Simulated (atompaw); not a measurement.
Scattering properties, PAW (atompaw) potential for iron

atompaw 4.2.0.5 input, output lines left out:

```
Fe 26
GGA-PBE scalarrelativistic loggrid 1500 logderivrange -8 5 326
4 4 3 0 0 0
4 0 0
4 1 0
3 2 6
0 0 0
c
c
c
v
c
v
v
v
2
2.10 2.00 2.00 1.40
y
-1.1
n
n
y
-1.45
n
custom polynom2 7 10 vanderbiltortho sinc
bessel
2.10
2.10
1.05
2.10
1.60
1.60
```

The phase is arctan(r·u′/u) with u = r·R(r), unwrapped; energies in Ry, scanned from -8 to 5 Ry. A pole is an energy at which the radial function vanishes at the test radius. The pseudo phase is shifted by a multiple of π to meet the all-electron one at the reference energy, and phase errors are pseudo minus all-electron; the curves can meet again beyond the range given. Levels narrower than the energy grid can be missing from the lists of poles.

For each channel, where are the poles, and over which energies does the pseudopotential scatter like the atom?

```
channel  radius (bohr)  reference energy (Ry)  poles, all-electron  poles, pseudo  unbroken range about the reference energy with phases within 0.05 rad  phase error 1 Ry above the reference energy (rad)
      s           2.12                  -1.48                 2.35     2.15, 4.80                                                              below 2.9                                             -0.000
      p           2.12                  -1.05          -5.69, 3.60    -5.69, 3.80                                                        the whole range                                             +0.004
      d           2.12                  -1.89                -1.59          -1.59                                                              below 0.8                                             +0.000
```

Phases in the p channel:

```json
{"E (Ry)": "-8.00", "all-electron": "1.370", "pseudo": "1.370"}
{"E (Ry)": "-7.76", "all-electron": "1.365", "pseudo": "1.365"}
{"E (Ry)": "-7.52", "all-electron": "1.359", "pseudo": "1.359"}
{"E (Ry)": "-7.28", "all-electron": "1.351", "pseudo": "1.351"}
{"E (Ry)": "-7.04", "all-electron": "1.342", "pseudo": "1.343"}
{"E (Ry)": "-6.80", "all-electron": "1.331", "pseudo": "1.331"}
{"E (Ry)": "-6.56", "all-electron": "1.315", "pseudo": "1.315"}
{"E (Ry)": "-6.32", "all-electron": "1.286", "pseudo": "1.287"}
{"E (Ry)": "-6.08", "all-electron": "1.212", "pseudo": "1.213"}
{"E (Ry)": "-5.84", "all-electron": "-0.173", "pseudo": "-0.171"}
{"E (Ry)": "-5.60", "all-electron": "-1.663", "pseudo": "-1.663"}
{"E (Ry)": "-5.36", "all-electron": "-1.740", "pseudo": "-1.740"}
{"E (Ry)": "-5.12", "all-electron": "-1.771", "pseudo": "-1.771"}
{"E (Ry)": "-4.88", "all-electron": "-1.791", "pseudo": "-1.791"}
{"E (Ry)": "-4.64", "all-electron": "-1.808", "pseudo": "-1.807"}
{"E (Ry)": "-4.40", "all-electron": "-1.822", "pseudo": "-1.822"}
{"E (Ry)": "-4.16", "all-electron": "-1.837", "pseudo": "-1.837"}
{"E (Ry)": "-3.92", "all-electron": "-1.852", "pseudo": "-1.852"}
{"E (Ry)": "-3.68", "all-electron": "-1.868", "pseudo": "-1.868"}
{"E (Ry)": "-3.44", "all-electron": "-1.886", "pseudo": "-1.886"}
{"E (Ry)": "-3.20", "all-electron": "-1.906", "pseudo": "-1.906"}
{"E (Ry)": "-2.96", "all-electron": "-1.929", "pseudo": "-1.929"}
{"E (Ry)": "-2.72", "all-electron": "-1.956", "pseudo": "-1.955"}
{"E (Ry)": "-2.48", "all-electron": "-1.987", "pseudo": "-1.987"}
{"E (Ry)": "-2.24", "all-electron": "-2.025", "pseudo": "-2.025"}
{"E (Ry)": "-2.00", "all-electron": "-2.073", "pseudo": "-2.073"}
{"E (Ry)": "-1.76", "all-electron": "-2.133", "pseudo": "-2.133"}
{"E (Ry)": "-1.52", "all-electron": "-2.212", "pseudo": "-2.212"}
{"E (Ry)": "-1.28", "all-electron": "-2.318", "pseudo": "-2.318"}
{"E (Ry)": "-1.04", "all-electron": "-2.466", "pseudo": "-2.466"}
{"E (Ry)": "-0.80", "all-electron": "-2.675", "pseudo": "-2.675"}
{"E (Ry)": "-0.56", "all-electron": "-2.960", "pseudo": "-2.959"}
{"E (Ry)": "-0.32", "all-electron": "-3.304", "pseudo": "-3.301"}
{"E (Ry)": "-0.08", "all-electron": "-3.639", "pseudo": "-3.635"}
{"E (Ry)": "0.16", "all-electron": "-3.908", "pseudo": "-3.903"}
{"E (Ry)": "0.40", "all-electron": "-4.101", "pseudo": "-4.096"}
{"E (Ry)": "0.64", "all-electron": "-4.239", "pseudo": "-4.234"}
{"E (Ry)": "0.88", "all-electron": "-4.339", "pseudo": "-4.334"}
{"E (Ry)": "1.12", "all-electron": "-4.414", "pseudo": "-4.408"}
{"E (Ry)": "1.36", "all-electron": "-4.471", "pseudo": "-4.466"}
{"E (Ry)": "1.60", "all-electron": "-4.517", "pseudo": "-4.511"}
{"E (Ry)": "1.84", "all-electron": "-4.555", "pseudo": "-4.548"}
{"E (Ry)": "2.08", "all-electron": "-4.586", "pseudo": "-4.579"}
{"E (Ry)": "2.32", "all-electron": "-4.613", "pseudo": "-4.606"}
{"E (Ry)": "2.56", "all-electron": "-4.636", "pseudo": "-4.628"}
{"E (Ry)": "2.80", "all-electron": "-4.657", "pseudo": "-4.648"}
{"E (Ry)": "3.04", "all-electron": "-4.675", "pseudo": "-4.666"}
{"E (Ry)": "3.28", "all-electron": "-4.692", "pseudo": "-4.682"}
{"E (Ry)": "3.52", "all-electron": "-4.707", "pseudo": "-4.697"}
{"E (Ry)": "3.76", "all-electron": "-4.722", "pseudo": "-4.710"}
{"E (Ry)": "4.00", "all-electron": "-4.736", "pseudo": "-4.723"}
{"E (Ry)": "4.24", "all-electron": "-4.749", "pseudo": "-4.735"}
{"E (Ry)": "4.48", "all-electron": "-4.762", "pseudo": "-4.746"}
{"E (Ry)": "4.72", "all-electron": "-4.775", "pseudo": "-4.757"}
{"E (Ry)": "4.96", "all-electron": "-4.787", "pseudo": "-4.768"}
```
